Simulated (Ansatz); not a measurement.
Computed with Ansatz on PBE0-D4/def2-TZVP structures; ΔE is electronic, products minus reactants. CBS: MP2 limit from def2 TZ/QZ plus the TZ coupled-cluster correction, frozen cores. This one scheme is used for every species.

Reaction (ligand exchange at the Al–C bond): `CC1=[C]([AlH2])C1` + CH₃SH → `C[S][AlH2]` + `CC1=CC1`

```
            species  SCS-MP2/def2-QZVPP energy (Eh)
`CC1=[C]([AlH2])C1`                      -398.24111
              CH₃SH                      -438.16463
       `C[S][AlH2]`                      -680.79405
          `CC1=CC1`                      -155.63729
```

Work out ΔE.

ΔE = (-680.79405) + (-155.63729) − (-398.24111) − (-438.16463) = -0.02560 Eh = -67.2 kJ/mol. CCSD(T)/CBS gives -70.2 kJ/mol.

Largest T1 diagnostic among the species: 0.011.
